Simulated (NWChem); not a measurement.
System: CdHSeCl; SMILES [Cl][Cd][SeH]

Here is an NWChem input.

```
start job
memory heap 200 mb stack 900 mb global 1100 mb
geometry units angstroms
  Cd    -0.227648    -0.086226    -0.721407
  Cl    -0.297800     2.148409    -1.155607
  Se     0.453562    -0.813243     1.527413
  H      0.332191    -2.243272     1.447783
end
basis spherical
  * library def2-svp
end
ecp
  Cd library def2-ecp
end
dft
  xc pbe0
  iterations 150
end
driver
  maxiter 120
end
task dft optimize
dft
  grid fine
  convergence energy 1d-8 density 1d-7
end
task dft freq numerical
```

This build's default masses of Se (78.918 u) and Br (79.917 u) are each other's, which moves their modes by up to 0.6 %. def2 effective core potentials on Cd; no spin-orbit coupling.

The level has its own optimisation; frequencies are unscaled.

Task: Predict the main results of this run. (PBE0/def2-SVP with def2 effective core potentials on Cd.) Quantities: r Cd–Cl (Å); r Cd–Se (Å); r H–Se (Å); highest harmonic frequency (cm⁻¹); lowest (cm⁻¹); zero-point energy (kcal/mol).

Result: The r Cd–Cl (Å) is 2.292. The r Cd–Se (Å) is 2.447, the r H–Se (Å) comes out as 1.473 and the highest harmonic frequency (cm⁻¹) is 2450. The lowest (cm⁻¹) is 73 and the zero-point energy (kcal/mol) is 5.4.
